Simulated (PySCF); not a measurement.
H5GeSi, doublet, at a GFN2-xTB geometry.

Here is a job for PySCF.
```python
from pyscf import gto, scf, dft

mol = gto.M(
    atom='''
Si    1.58255728   -0.14883064    0.22848526
Ge   -0.70737659    0.06516866   -0.06935058
H     2.35711363    0.97278161   -0.30935075
H     2.14741312   -1.38590867   -0.31683571
H    -1.50411796   -0.31898370    1.14733016
H    -1.16165919    1.47053600   -0.33975223
H    -1.35850081   -0.74019347   -1.16096632
''',
    basis='3-21g',
    spin=1,
    verbose=4,
)

mf = dft.UKS(mol)
mf.xc = 'b3lyp'
mf.kernel()
```

Question: What does this run give for the dipole moment, nuclear repulsion energy, number of basis functions, total energy?

Answer: 
| Quantity | Result |
|---|---|
| dipole moment | 0.23 D |
| nuclear repulsion energy | 165.1987 Eh |
| number of basis functions | 45 |
| total energy | -2357.883140 Ha |

These values belong to the state on which the SCF converged, which isn't shown to be the lowest.
